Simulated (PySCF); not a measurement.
Molecule: `InChI=1S/C5H9B/c1-3-5(2)4-6/h3H,1-2,4,6H2`.

Geometry (Å), atoms numbered from 1 in this order:
```xyz
15

B    -1.771    0.686    0.038
C    -0.976   -0.632   -0.300
C     0.432   -0.663    0.228
C     0.891   -1.643    1.006
C     1.298    0.446   -0.150
C     0.885    1.549   -0.761
H    -1.610    1.215    1.069
H    -2.600    1.076   -0.691
H    -1.526   -1.469    0.142
H    -0.945   -0.824   -1.376
H     1.904   -1.647    1.374
H     0.272   -2.469    1.311
H     2.342    0.336    0.115
H    -0.154    1.693   -1.023
H     1.555    2.356   -1.004
```

Frames of a GFN2-xTB Langevin trajectory at 300 K; GIAO PBE0/pcSseg-1 shieldings in PySCF, gas phase, non-relativistic; equivalent atoms averaged within each frame.

Referencing at the same level of theory: ¹¹B (100.07 ppm) vs BF3·OEt2; TMS for ¹³C (186.93 ppm) and ¹H (31.72 ppm). The references are static minima.

Task: How do the shifts (ppm) fluctuate along the trajectory?

Result: 
```tsv
time (fs)	B1	C3	C5	C6	C4	C2	H7/H8	H13	H15	H11
optimised geometry	84.0	160.4	149.3	119.2	123.0	37.8	7.71	6.80	5.32	5.38
250	90.3	151.4	148.1	129.0	123.9	38.5	7.92	6.97	5.73	5.42
425	87.5	156.5	142.9	121.3	117.8	42.4	7.92	7.08	5.21	4.90
625	43.2	141.2	148.0	122.7	137.8	26.0	4.91	7.24	5.33	5.80
800	-43.0	135.1	153.0	135.2	39.6	102.2	1.15	7.10	6.49	2.18
1000	-52.8	148.8	148.0	135.2	64.1	67.5	0.13	6.82	5.30	2.77
mean of frames	25.0	146.6	148.0	128.7	96.6	55.3	4.41	7.04	5.61	4.22
standard deviation	69.2	8.5	3.6	6.6	42.4	30.2	3.67	0.16	0.53	1.63
```

5 frames give an uncertainty of the mean of about the standard deviation over 2.2 at best, since frames this close in time may not be independent; classical motion lacks zero-point vibration, and the reference would need the same averaging.
